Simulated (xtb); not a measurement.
C2H9AlOSi (SMILES [CH3][Al]([CH3])[O][SiH3]), singlet, geometry from GFN2-xTB (such geometries of metal compounds can be far from the true shape), atoms displaced at random by about 0.06 Å a coordinate; GFN2-xTB in xtb.

The xtb input:
```
$ xtb mol.xyz --gfn 2 --chrg 0 --uhf 0 --ohess --json

# file mol.xyz
14

Al    -0.01134832     0.86125736     0.48998430
C      1.75807695     1.84182045    -0.10743387
H      2.68401003     1.30482643     0.00407610
H      1.85931150     2.69724937     0.55251553
H      1.62541278     2.18869809    -1.10885541
C     -1.16701382     1.12824479     2.10874084
H     -1.05812579     0.29549323     2.75737031
H     -2.19173791     1.20803615     1.68199616
H     -0.90415119     1.96134365     2.61236408
O     -0.20590468    -0.62597896    -0.26423857
Si    -0.38134446    -1.86876520    -1.24774956
H     -1.59777345    -2.46888741    -0.74528685
H      0.86582805    -2.71086610    -1.10326587
H     -0.60966472    -1.57371767    -2.62678200
```

Question: Write the output that xtb gives for this input, abridged.

Answer: 
```
   ID    Z sym.   atoms
    1   13 Al     1
    2    6 C      2, 6
    3    1 H      3-5, 7-9, 12-14
    4    8 O      10
    5   14 Si     11

           -------------------------------------------------
          |                Calculation Setup                |
           -------------------------------------------------

           -------------------------------------------------
          |                 G F N 2 - x T B                 |
           -------------------------------------------------

          ...................................................
          :                      SETUP                      :
          :.................................................:
          :  # basis functions                  41          :
          :  # atomic orbitals                  39          :
          :  # shells                           21          :
          :  # electrons                        30          :
          :  max. iterations                   250          :
          :  Hamiltonian                  GFN2-xTB          :
          :  restarted?                      false          :
          :  GBSA solvation                  false          :
          :  PC potential                    false          :
          :  electronic temp.          300.0000000     K    :
          :  accuracy                    1.0000000          :
          :  -> integral cutoff          0.2500000E+02      :
          :  -> integral neglect         0.1000000E-07      :
          :  -> SCF convergence          0.1000000E-05 Eh   :
          :  -> wf. convergence          0.1000000E-03 e    :
          :  Broyden damping             0.4000000          :
          :  net charge                          0          :
          :  unpaired electrons                  0          :
          ...................................................

 iter      E             dE          RMSdq      gap      omega  full diag
   1    -15.9111748 -0.159112E+02  0.115E+01    3.87       0.0  T
   2    -16.0008013 -0.896266E-01  0.653E+00    3.41       1.0  T
   3    -16.0026866 -0.188523E-02  0.238E+00    3.26       1.0  T
   4    -16.0094016 -0.671502E-02  0.759E-01    3.51       1.0  T
   5    -16.0097932 -0.391653E-03  0.514E-01    3.47       1.0  T
   6    -16.0100040 -0.210746E-03  0.160E-01    3.54       1.0  T
   7    -16.0100909 -0.868762E-04  0.892E-02    3.50       1.0  T
   8    -16.0100954 -0.448953E-05  0.208E-02    3.51       1.3  T
   9    -16.0100960 -0.669496E-06  0.159E-02    3.51       1.7  T
  10    -16.0100965 -0.496412E-06  0.658E-03    3.51       4.1  T
  11    -16.0100965  0.498921E-08  0.357E-03    3.51       7.5  T
  12    -16.0100966 -0.368537E-07  0.130E-03    3.51      20.6  T
  13    -16.0100966 -0.940947E-09  0.295E-04    3.51      90.5  T
  14    -16.0100966 -0.568825E-10  0.639E-05    3.51     418.2  T

   *** convergence criteria satisfied after 14 iterations ***

         :::::::::::::::::::::::::::::::::::::::::::::::::::::
         ::                     SUMMARY                     ::
         :::::::::::::::::::::::::::::::::::::::::::::::::::::
         :: total energy             -15.813486999211 Eh    ::
         :: gradient norm              0.117071215139 Eh/a0 ::
         :: HOMO-LUMO gap              3.508670084169 eV    ::
         ::.................................................::
         :: SCC energy               -16.010071969991 Eh    ::
         :: -> isotropic ES            0.062701323882 Eh    ::
         :: -> anisotropic ES          0.004585347132 Eh    ::
         :: -> anisotropic XC         -0.000072776303 Eh    ::
         :: -> dispersion             -0.007043084955 Eh    ::
         :: repulsion energy           0.196584970780 Eh    ::
         :: add. restraining           0.000000000000 Eh    ::
         :: total charge               0.000000000000 e     ::
         :::::::::::::::::::::::::::::::::::::::::::::::::::::

      -----------------------------------------------------------
     |                   =====================                   |
     |                        A N C O P T                        |
     |                   =====================                   |
     |               Approximate Normal Coordinate               |
     |                Rational Function Optimizer                |
      -----------------------------------------------------------
      -----------------------------------------------------------
     |                   =====================                   |
     |                        A N C O P T                        |
     |                   =====================                   |
     |               Approximate Normal Coordinate               |
     |                Rational Function Optimizer                |
      -----------------------------------------------------------

          ...................................................
          :                      SETUP                      :
          :.................................................:
          :   optimization level            normal          :
          :   max. optcycles                   200          :
          :   ANC micro-cycles                  20          :
          :   degrees of freedom                36          :
          :.................................................:
          :   RF solver                   davidson          :
          :   write xtbopt.log                true          :
          :   linear?                        false          :
          :   energy convergence         0.5000000E-05 Eh   :
          :   grad. convergence          0.1000000E-02 Eh/α :
          :   maxmium RF displ.          1.0000000          :
          :   Hlow (freq-cutoff)         0.1000000E-01      :
          :   Hmax (freq-cutoff)         5.0000000          :
          :   S6 in model hess.         20.0000000          :
[...]
 * total energy  :   -15.8289287 Eh     change       -0.1544166E-01 Eh
 * total energy  :   -15.8311155 Eh     change       -0.2186797E-02 Eh
 * total energy  :   -15.8316905 Eh     change       -0.5750539E-03 Eh
 * total energy  :   -15.8319334 Eh     change       -0.2428842E-03 Eh
 * total energy  :   -15.8320411 Eh     change       -0.1077045E-03 Eh
 * total energy  :   -15.8320756 Eh     change       -0.3446952E-04 Eh
 * total energy  :   -15.8321069 Eh     change       -0.3136854E-04 Eh
 * total energy  :   -15.8321269 Eh     change       -0.1996940E-04 Eh
 * total energy  :   -15.8321420 Eh     change       -0.1506367E-04 Eh
 * total energy  :   -15.8321498 Eh     change       -0.7781571E-05 Eh
 * total energy  :   -15.8321568 Eh     change       -0.7026032E-05 Eh
 * total energy  :   -15.8321584 Eh     change       -0.1654745E-05 Eh
   *** GEOMETRY OPTIMIZATION CONVERGED AFTER 13 ITERATIONS ***
         :: total energy             -15.832158433342 Eh    ::
[...]
eigval :       -0.00    -0.00    -0.00     0.00     0.00     0.00
eigval :        3.73    37.76    43.64    78.04   114.91   115.02
eigval :      205.88   225.65   436.23   505.42   539.00   549.75
eigval :      612.44   615.85   623.01   677.18   690.59   778.16
eigval :      779.11   818.37  1022.63  1284.58  1293.31  1448.64
eigval :     1452.48  1454.61  1458.10  2227.87  2229.81  2250.39
eigval :     2932.07  2935.35  2941.01  2947.02  2964.92  2970.56
 reduced masses (amu)
   1: 21.33   2: 12.71   3: 17.27   4: 20.46   5: 14.66   6: 17.02   7:  1.43   8:  1.10
   9:  1.26  10: 14.45  11: 13.02  12: 12.47  13: 14.39  14: 17.15  15: 16.88  16:  2.56
  17:  3.55  18: 10.22  19:  3.82  20:  3.93  21:  6.01  22: 12.86  23: 17.89  24:  2.53
  25:  2.43  26:  4.93  27: 17.76  28:  3.07  29:  2.97  30:  1.65  31:  1.64  32:  1.64
  33:  1.60  34:  2.15  35:  2.14  36:  1.22  37:  1.94  38:  1.91  39:  1.54  40:  1.60
  41:  1.63  42:  1.69
 IR intensities (km·mol⁻¹)
   1:  0.06   2:  0.05   3:  0.02   4:  0.01   5:  0.13   6:  0.08   7:  0.00   8:  0.00
   9:  0.01  10:  0.01  11:  1.61  12:  1.81  13: 14.35  14:  4.07  15:  0.94  16:  0.01
  17: 13.75  18: 18.51  19: 58.64  20: 75.19  21:115.53  22:322.24  23:161.49  24:247.97
  25:235.59  26:415.52  27:547.38  28:  0.02  29:  3.75  30:  0.01  31:  1.35  32:  2.51
Molecule has no symmetry elements
It seems to be the C1 point group
  33:  0.02  34:430.39  35:415.94  36: 81.26  37:  0.10  38: 39.42  39: 25.36  40: 39.17
  41:  3.15  42: 69.34
 Raman intensities (Ä⁴*amu⁻¹)
   1:  0.00   2:  0.00   3:  0.00   4:  0.00   5:  0.00   6:  0.00   7:  0.00   8:  0.00
   9:  0.00  10:  0.00  11:  0.00  12:  0.00  13:  0.00  14:  0.00  15:  0.00  16:  0.00
  17:  0.00  18:  0.00  19:  0.00  20:  0.00  21:  0.00  22:  0.00  23:  0.00  24:  0.00
  25:  0.00  26:  0.00  27:  0.00  28:  0.00  29:  0.00  30:  0.00  31:  0.00  32:  0.00
  33:  0.00  34:  0.00  35:  0.00  36:  0.00  37:  0.00  38:  0.00  39:  0.00  40:  0.00
  41:  0.00  42:  0.00
 output can be read by thermo (or use thermo option).
 writing <g98.out> molden fake output.
 recommended (thermochemical) frequency scaling factor: 1.0
           -------------------------------------------------
          |             Thermodynamic Functions             |
           -------------------------------------------------

c1  symmetry found (for desy threshold:  0.10E+00) used in thermo

          ...................................................
          :                      SETUP                      :
          :.................................................:
          :  # frequencies                          36      :
          :  # imaginary freq.                       0      :
          :  linear?                             false      :
          :  only rotor calc.                    false      :
          :  symmetry                               c1      :
          :  rotational number                       1      :
          :  scaling factor                  1.0000000      :
          :  rotor cutoff                   50.0000000 cm⁻¹ :
          :  imag. cutoff                  -20.0000000 cm⁻¹ :
          :.................................................:

    mode    ω/cm⁻¹     T·S(HO)/kcal·mol⁻¹    T·S(FR)/kcal·mol⁻¹   T·S(vib)
   ------------------------------------------------------------------------
       1      3.73    -2.97248 (  0.00%)    -1.82077 (100.00%)    -1.82081
       2     37.76    -1.60199 ( 24.55%)    -1.13925 ( 75.45%)    -1.25285
       3     43.64    -1.51661 ( 36.71%)    -1.09648 ( 63.29%)    -1.25073
       4     78.04    -1.17459 ( 85.58%)    -0.92445 ( 14.42%)    -1.13852
       5    114.91    -0.94937 ( 96.54%)    -0.80989 (  3.46%)    -0.94454
       6    115.02    -0.94881 ( 96.55%)    -0.80960 (  3.45%)    -0.94401
       7    205.88    -0.62011 ( 99.65%)    -0.63720 (  0.35%)    -0.62017
       8    225.65    -0.57045 ( 99.76%)    -0.61005 (  0.24%)    -0.57055
   ------------------------------------------------------------------------

   temp. (K)  partition function   enthalpy   heat capacity  entropy
                                   cal/mol     cal/K/mol   cal/K/mol   J/K/mol
 298.15  VIB  0.148E+06             4898.684     25.512     34.008
         ROT  0.307E+06              888.752      2.981     28.087
         INT  0.453E+11             5787.436     28.492     62.094
         TR   0.103E+28             1481.254      4.968     39.821
         TOT                        7268.6901    33.4606   101.9158   426.4158

       T/K    H(0)-H(T)+PV         H(T)/Eh          T*S/Eh         G(T)/Eh
   ------------------------------------------------------------------------
    298.15    0.115834E-01    0.107866E+00    0.484235E-01    0.594423E-01
   ------------------------------------------------------------------------

         :::::::::::::::::::::::::::::::::::::::::::::::::::::
         ::                  THERMODYNAMIC                  ::
         :::::::::::::::::::::::::::::::::::::::::::::::::::::
         :: total free energy         -15.772716179215 Eh   ::
         ::.................................................::
         :: total energy              -15.832158433345 Eh   ::
         :: zero point energy           0.096282360388 Eh   ::
         :: G(RRHO) w/o ZPVE           -0.036840106258 Eh   ::
         :: G(RRHO) contrib.            0.059442254130 Eh   ::
         :::::::::::::::::::::::::::::::::::::::::::::::::::::

optimized geometry written to: xtbopt.xyz

           -------------------------------------------------
          | TOTAL ENERGY              -15.832158433345 Eh   |
          | TOTAL ENTHALPY            -15.724292677938 Eh   |
          | TOTAL FREE ENERGY         -15.772716179215 Eh   |
          | GRADIENT NORM               0.000580591917 Eh/α |
          | HOMO-LUMO GAP               4.149202055099 eV   |
           -------------------------------------------------

normal termination of xtb
```
